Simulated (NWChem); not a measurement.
System: BH$_{3}$O; SMILES OB

Input file for NWChem:

```
start job
memory heap 200 mb stack 900 mb global 1100 mb
geometry units angstroms noautosym nocenter noautoz
  B      0.017697     0.699258     0.000000
  H      1.049642     1.304151     0.000000
  H     -1.052382     1.246493     0.000000
  O      0.101441    -0.645704     0.000000
  H     -0.754031    -1.082859     0.000000
end
basis spherical
  * library 6-31+g*
end
dft
  xc bhlyp
  iterations 150
end
property
  response 1 0.0
end
task dft property
```

NWChem printed, in part:

```
             Northwest Computational Chemistry Package (NWChem) 7.3.0
             --------------------------------------------------------

                             Geometry "geometry" -> ""
                             -------------------------

 Output coordinates in angstroms (scale by  1.889725989 to convert to a.u.)

  No.       Tag          Charge          X              Y              Z
 ---- ---------------- ---------- -------------- -------------- --------------
    1 B                    5.0000     0.01769700     0.69925800     0.00000000
    2 H                    1.0000     1.04964200     1.30415100     0.00000000
    3 H                    1.0000    -1.05238200     1.24649300     0.00000000
    4 O                    8.0000     0.10144100    -0.64570400     0.00000000
    5 H                    1.0000    -0.75403100    -1.08285900     0.00000000

 Effective nuclear repulsion energy (a.u.)      30.4066644259

                              NWChem Property Module
                              ----------------------

                                 NWChem DFT Module
                                 -----------------

 Summary of "ao basis" -> "ao basis" (spherical)
 ------------------------------------------------------------------------------
       Tag                 Description            Shells   Functions and Types
 ---------------- ------------------------------  ------  ---------------------
 B                          6-31+g*                  8       18   4s3p1d
 H                          6-31+g*                  2        2   2s
 O                          6-31+g*                  8       18   4s3p1d

            General Information
            -------------------
          SCF calculation type: DFT
          Wavefunction type:  closed shell.
          No. of atoms     :     5
          No. of electrons :    16
           Alpha electrons :     8
            Beta electrons :     8
          Charge           :     0
          Spin multiplicity:     1
          Use of symmetry is: off; symmetry adaption is: off
          Maximum number of iterations: 150
          AO basis - number of functions:    42
                     number of shells:    22
          Convergence on energy requested:  1.00D-06
          Convergence on density requested:  1.00D-05
          Convergence on gradient requested:  5.00D-04

              XC Information
              --------------
                        BHLYP Method XC Functional
                     Hartree-Fock (Exact) Exchange  0.500
                        Slater Exchange Functional  0.500 local
                    Becke 1988 Exchange Functional  0.500 non-local
              Lee-Yang-Parr Correlation Functional  1.000

             Grid Information
             ----------------
          Grid used for XC integration:  medium
          Radial quadrature: Mura-Knowles
          Angular quadrature: Lebedev.
          Tag              B.-S. Rad. Rad. Pts. Rad. Cut. Ang. Pts.
          ---              ---------- --------- --------- ---------
          B                   0.85       49          10.0       434
          H                   0.35       45           9.0       434
          O                   0.60       49           9.0       434
          Grid pruning is: on
          Number of quadrature shells:   233
          Spatial weights used:  Erf1

      Superposition of Atomic Density Guess
      -------------------------------------

 Sum of atomic energies:        -100.78133744

      Non-variational initial energy
      ------------------------------

 Total energy =    -101.461681
 1-e energy   =    -196.474578
 2-e energy   =      64.606232
 HOMO         =      -0.371662
 LUMO         =       0.004991

   convergence    iter        energy       DeltaE   RMS-Dens  Diis-err
 ---------------- ----- ----------------- --------- --------- ---------
 d= 0,ls=0.0,diis     1   -101.8109168290 -1.32D+02  1.42D-02  3.37D-01
 d= 0,ls=0.0,diis     2   -101.8227176551 -1.18D-02  6.54D-03  3.35D-01
 d= 0,ls=0.0,diis     3   -101.8532412572 -3.05D-02  1.13D-03  7.16D-03
 d= 0,ls=0.0,diis     4   -101.8539884343 -7.47D-04  2.27D-04  1.24D-04
 d= 0,ls=0.0,diis     5   -101.8540060623 -1.76D-05  4.88D-05  3.63D-06
 d= 0,ls=0.0,diis     6   -101.8540066362 -5.74D-07  1.20D-05  2.81D-07
 d= 0,ls=0.0,diis     7   -101.8540066808 -4.46D-08  2.17D-06  6.60D-09

         Total DFT energy =     -101.854006680789
      One electron energy =     -198.310228190140
           Coulomb energy =       79.785237869250
    Exchange-Corr. energy =      -13.735680785750
 Nuclear repulsion energy =       30.406664425850

 Numeric. integr. density =       16.000000437951

                       DFT Final Molecular Orbital Analysis
                       ------------------------------------

[...]

 DFT Linear Response polarizability / au
 Frequency  =       0.0000000 / au
              X              Y              Z
 -----------------------------------------------
 X      19.0305816      0.6456859      0.0000000
 Y       0.6456914     21.2701211      0.0000000
 Z       0.0000000      0.0000000     11.6901228
 -----------------------------------------------
 Eigenvalues =      18.8577591     21.4429436     11.6901228
 Isotropic   =      17.3302752
 Anisotropic =       8.7514485
 -----------------------------------------------

 Magnetic Dipole Response Matrix (nonzero elements):

 Exiting AOResponse driver routine
```

Level: BHandHLYP/6-31+G* (spherical d). Geometry: optimised at PBE0-D3(BJ)/def2-TZVP.
